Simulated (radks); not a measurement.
Results of a calculation; reference values are marked as such.
Q: Coherent X-ray form factor from a spherical all-electron density. Level of theory: Dirac Kohn-Sham, PBE, spin-unpolarised, spherical densities, finite nucleus; Fermi nuclear charge, rms radius of each element as measured or else 0.836 A^(1/3) + 0.57 fm (a radial shooting solver on a logarithmic mesh with Libxc functionals).

sin(theta)/lambda (1/angstrom)  f0 (electrons)
0.05                                    33.607
0.1                                     32.504
0.15                                    30.888
0.2                                     29.005
0.25                                    27.070
0.3                                     25.227
0.4                                     22.031
0.5                                     19.410
0.6                                     17.139
0.8                                     13.245
1                                       10.273
1.25                                     7.897
1.5                                      6.576
2                                        5.198

The species is in the configuration that NIST lists as its ground one. Which atom or ion scatters so?

A: The rubidium ion Rb3+, [Ar] 3d10 4s2 4p4. Extrapolating in s^2 from the first two rows gives f0(0) = 34.0, near the electron count 34; among species with that count, the fall with angle is slower the higher Z, and the table is that of Z = 37; from so few rows the species is fixed only to a neighbour or two.
